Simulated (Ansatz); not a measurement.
`[SH][GaH2]` + `N=CO` → `O/C=[N]/[GaH2]` + H₂S at 700 K and 1 bar (ligand exchange at a Ga–S bond).

Program: Ansatz. Geometries: PBE0-D4/def2-TZVP. ΔE: electronic, gas phase. CCSD(T)/CBS is the MP2 limit (def2-TZVPP, def2-QZVPP) plus CCSD(T) − MP2 in def2-TZVPP, frozen cores. This one scheme is used for every species. For Ga outer-core shells are correlated without core-valence functions, which leaves a few kJ/mol of doubt a bond. Scalar relativity is left out up to krypton. Each species was taken in one conformer, which may not be the lowest.

| species | CCSD(T)/CBS energy (Eh) | H − E (kJ/mol) | S (J/(mol·K)) |
| --- | --- | --- | --- |
| `[SH][GaH2]` | -2323.53734 | 103.2 | 340.5 |
| `N=CO` | -169.71775 | 160.4 | 306.3 |
| `O/C=[N]/[GaH2]` | -2094.25715 | 192.0 | 415.1 |
| H₂S | -398.97279 | 64.8 | 236.9 |

H − E and S are ideal-gas, rigid-rotor, harmonic terms from PBE0-D4/def2-TZVP, for one conformer and one mirror image of each species. 1 Eh = 2625.50 kJ/mol, R = 8.31446 J/(mol·K).

Task: By hand: ΔE, ΔH, ΔS and ΔG.

Result: ΔE = (-2094.25715) + (-398.97279) − (-2323.53734) − (-169.71775) = 0.02515 Eh = 66.0 kJ/mol. Δ(H − E) = 192.0 + 64.8 − 103.2 − 160.4 = -6.8, so ΔH = 59.2 kJ/mol. ΔS = 415.1 + 236.9 − 340.5 − 306.3 = 5.2 J/(mol·K). ΔG = 59.2 − 700 × (5.2)/1000 = 55.6 kJ/mol.

Task: By hand: the equilibrium constant, and the temperature at which ΔG would vanish if ΔH and ΔS stayed fixed.

Result: log₁₀ K = −ΔG/(RT ln 10) = -4.1. ΔG = 0 at ΔH/ΔS = 11385 K, far beyond where these terms or the molecules hold.

The number of gas molecules stays the same, so ΔS is small and ΔH decides. A doubt of 5 kJ/mol in ΔE shifts log₁₀ K by 0.4 here. Other conformers and mirror images would add mixing entropy, several J/(mol·K) or more a flexible species. These are equilibria of isolated gas molecules and say nothing of rates. Largest T1 diagnostic: 0.016 (customary marks: 0.02 for closed shells, 0.045 for open ones).
